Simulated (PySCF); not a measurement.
C2H7BPSb.
SMILES with atom numbers: `[H][Sb+:5]([H])([H])[B@@H-:3]([C:2]#[CH:1])[PH2:4]` (hydrogens: H6 on C1; H7 on B3; H8, H9 on P4; H10, H11, H12 on Sb5)

Computed, not measured: PBE0-D3(BJ)/def2-SVP geometry optimisation, gas phase, def2 core potentials past Kr in PySCF 2.14.0.

(1) Give the optimised bond lengths and angles.

Results:

(1) 
| bond | length (Å) | order |
| --- | --- | --- |
| C1≡C2 | 1.220 | triple |
| C2–B3 | 1.545 | single |
| B3–P4 | 1.977 | single |
| B3–Sb5 | 2.330 | single |
| C1–H6 | 1.075 | single |
| B3–H7 | 1.218 | single |
| P4–H8, P4–H9 | 1.428 | single |
| Sb5–H10 | 1.696 | single |
| Sb5–H11 | 1.697 | single |
| Sb5–H12 | 1.699 | single |

Bonds in one row agree within 0.01 Å and their mean is given. Orders are formal, as drawn. A selection of angles:
| angle | degrees |
| --- | --- |
| C2–C1–H6 | 178.8 |
| C1–C2–B3 | 178.1 |
| C2–B3–P4 | 120.3 |
| C2–B3–Sb5 | 101.5 |
| C2–B3–H7 | 117.1 |
| P4–B3–Sb5 | 103.4 |
| P4–B3–H7 | 111.0 |
| Sb5–B3–H7 | 99.4 |
| B3–P4–H8 | 97.9 |
| B3–P4–H9 | 94.7 |
| H8–P4–H9 | 94.1 |
| B3–Sb5–H10 | 117.5 |
| B3–Sb5–H11 | 118.3 |
| B3–Sb5–H12 | 121.6 |
| H10–Sb5–H11 | 98.0 |
| H10–Sb5–H12 | 98.3 |
| H11–Sb5–H12 | 98.5 |

B3 (four-coordinate boron) is distorted tetrahedral (angles from 99.4° to 120.3°). Sb5 (antimony bonded to B and 3 H) is distorted tetrahedral (angles from 98.0° to 121.6°). P4 (three-coordinate phosphorus) is pyramidal (angles 97.9°, 94.7° and 94.1°, sum 286.8°, 0.81 Å off the plane of its three neighbours).

Point group: C1 (no symmetry element, even within 0.4 Å). Whether it is a minimum is left open (no frequencies). The numbers are those of one conformer (C2–B3–P4–H 20° and -75°, C2–B3–Sb5–H -63° and 55° and 177°).
